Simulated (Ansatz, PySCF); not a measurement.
Species: sum formula BOF (charge +1, doublet). 
Geometry from a B3LYP-D3(BJ)/def2-TZVP (Ansatz, a program for electronic structure) optimisation:
```xyz
3

F      0.0000     0.0000    -1.2033
B      0.0000     0.0000     0.0258
O      0.0000     0.0000     1.3376
```
Charge +1, spin multiplicity 2.

Total electronic energies in hartree. Correlated levels leave the core frozen unless marked. Open shells are spin-unrestricted. Spin-orbit coupling is left out. No relativistic terms. CBS(X,Y): correlation extrapolated as X^-3; Hartree-Fock from the larger set. The bracket is a focal-point correction in the basis named.

```csv
level,program,energy (Eh)
HF/6-31G,Ansatz,-198.56758
HF/def2-TZVPD,PySCF,-198.75214
RI-HF/aug-cc-pVTZ,Ansatz,-198.74422
BP86/def2-TZVPD,PySCF,-199.60464
B97M-V/def2-TZVPD,Ansatz,-199.57317
PBE0-D4/def2-TZVPD,Ansatz + dftd4,-199.40567
r2SCANh/def2-TZVPD,Ansatz,-199.51311
B2GP-PLYP-D3(BJ)/def2-TZVPD,Ansatz + dftd3,-199.46223
RI-MP2/cc-pVTZ,Ansatz,-199.23948
SCS-MP2/aug-cc-pVDZ,Ansatz,-199.06834
CCSD/6-31G,Ansatz,-198.83124
CCSD/aug-cc-pVTZ,Ansatz,-199.26098
CCSD/cc-pVQZ,Ansatz,-199.30651
"RI-MP2/CBS(aug-cc-pVTZ,aug-cc-pVQZ)+[CCSD(T)-MP2]/aug-cc-pVTZ",Ansatz,-199.3606
"CCSD(T)/CBS(cc-pVTZ,cc-pVQZ)",Ansatz,-199.3560
```

Totals of different functionals don't rank their quality; only differences between species are comparable.
